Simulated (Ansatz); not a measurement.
`C[O][GaH][Br]` and `C[O][InH][Br]` differ in one element.

Ansatz, PBE0-D4/def2-TZVP geometries, multiplicity 1. Each molecule was computed in one conformer, which needn't be the lowest.

Elements past krypton have def2 core potentials. Scalar relativity is left out up to krypton. Spin–orbit coupling is left out; it splits and shifts lone-pair levels of the heavy atoms by tenths of an eV.

```
                             property  `C[O][GaH][Br]`
  LUMO energy (B3LYP/def2-TZVPP) / eV            -1.46
  HOMO energy (B3LYP/def2-TZVPP) / eV            -7.92
LUMO energy (ωB97M-V/def2-TZVPP) / eV             0.50
 HOMO–LUMO gap (PBE0/def2-TZVPP) / eV             6.96
HOMO–LUMO gap (B3LYP/def2-TZVPP) / eV             6.46
   HOMO energy (PBE0/def2-TZVPP) / eV            -8.16
```

Task: Give the same properties after the change, and the shifts. (Best estimate.)

Result: Computed: 
```csv
property,`C[O][InH][Br]`,shift
LUMO energy (B3LYP/def2-TZVPP) / eV,-1.82,-0.36
HOMO energy (B3LYP/def2-TZVPP) / eV,-7.53,0.39
LUMO energy (ωB97M-V/def2-TZVPP) / eV,-0.08,-0.58
HOMO–LUMO gap (PBE0/def2-TZVPP) / eV,6.21,-0.75
HOMO–LUMO gap (B3LYP/def2-TZVPP) / eV,5.71,-0.75
HOMO energy (PBE0/def2-TZVPP) / eV,-7.75,0.41
```

With PBE0 the HOMO rises by 0.41 eV and the LUMO falls by 0.35 eV, so the gap narrows by about 0.76 eV. PBE moves the HOMO by 0.40 eV and ωB97M-V by 0.38 eV.

Positive LUMOs are unbound, so they and the gaps depend on the basis.

B3LYP here is the variant with VWN-RPA as its local correlation; programs differ in this.
